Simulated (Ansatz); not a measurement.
Geometry optimisation, Ansatz 0.2.0, RKS B3LYP/def2-SVP.

Input file:

```yaml
crystal:
  periodic: [false, false, false]
  atoms:
    - { symbol: O, position_ang: [0.7638, -0.4387, 1.61957] }
    - { symbol: C, position_ang: [0.26986, -0.01311, 0.64087] }
    - { symbol: B, position_ang: [-0.2572, -0.17861, -0.69377] }
    - { symbol: F, position_ang: [-0.77647, 0.63042, -1.56666] }
basis:
  gaussian: { orbitals: def2-SVP }
hamiltonian:
  xc: b3lyp
relax:
  f_tol: 0.015
  max_steps: 40
```

Launched with:

```bash
$ ansatz run input.yaml --threads 1 --pin off --max-ram 2048MiB --backend cpu --events-out ev --progress --plain --runs-dir out
```

**Question.** Where does it end, and by what steps?

**Answer.** It converged. The force dipped under the threshold on the way, but the program's further checks kept it going. After 34 steps the energy has fallen by 0.436 eV; B3 moved furthest, 1.13 Å. Parted: C2–B3.

```csv
step,energy less start (eV),largest force component (eV/Å),accepted
0,0.0000,2.520,yes
2,-0.1104,0.587,yes
4,-0.2011,0.584,yes
6,-0.2105,0.234,yes
8,-0.2127,0.060,yes
10,-0.2133,0.025,yes
12,-0.2188,0.172,yes
14,-0.2383,0.266,yes
16,-0.2747,0.799,yes
18,-0.3751,0.706,yes
20,-0.4287,0.564,yes
22,-0.4215,1.208,no
24,-0.4350,0.152,yes
26,-0.4295,0.664,no
28,-0.4356,0.020,yes
30,-0.4357,0.027,yes
32,-0.4357,0.016,yes
34,-0.4357,0.011,yes
```

```xyz
4
Properties=species:S:1:pos:R:3
O 1.027 -0.529 2.208
C 0.572 0.162 1.438
B -0.644 -0.421 -1.728
F -0.954 0.788 -1.918
```

Whether the end is a true minimum wasn't checked by a vibrational analysis.

Time of the run: 49 s on 1 CPU thread of a shared host.
